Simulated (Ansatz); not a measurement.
Reaction (formal exchange of groups at a Ga–H bond): `C=[CH][GaH2]` + `FCNCF` → `C=[CH][GaH][F]` + `CNCF`

Program: Ansatz. Geometries: PBE0-D4/def2-TZVP. ΔE: electronic, gas phase. CCSD(T)/CBS is the MP2 limit (def2-TZVPP, def2-QZVPP) plus CCSD(T) − MP2 in def2-TZVPP, frozen cores. Functionals use def2-TZVPP. For Ga outer-core shells are correlated without core-valence functions, which leaves a few kJ/mol of doubt a bond. Scalar relativity is left out up to krypton. Each species was taken in one conformer, which may not be the lowest.

```
             level  ΔE (kJ/mol)  difference from CCSD(T)/CBS
         r2SCAN-D4       -157.8                          5.0
           PBE0-D4       -151.7                         11.1
           ωB97X-V       -154.4                          8.4
            B2PLYP       -162.4                          0.4
               PBE       -152.1                         10.7
            r2SCAN       -158.0                          4.8
              PBE0       -152.3                         10.5
     HF/def2-TZVPP       -156.8                          6.0
    MP2/def2-TZVPP       -169.1                         -6.3
SCS-MP2/def2-TZVPP       -166.6                         -3.8
CCSD(T)/def2-TZVPP       -160.4                          2.4
    MP2/def2-QZVPP       -171.1                         -8.3
SCS-MP2/def2-QZVPP       -168.9                         -6.1
      HF/CBS(def2)       -158.8                          4.0
     MP2/CBS(def2)       -171.5                         -8.7
    CCSD/CBS(def2)       -162.9                         -0.1
       CCSD(T)/CBS       -162.8                            0
```

Largest T1 diagnostic among the species: 0.014.

In def2-TZVPP, CCSD(T) changes the Hartree–Fock value by −3.7 kJ/mol (the triples alone add +0.1 kJ/mol) and MP2 by −12.3 kJ/mol.
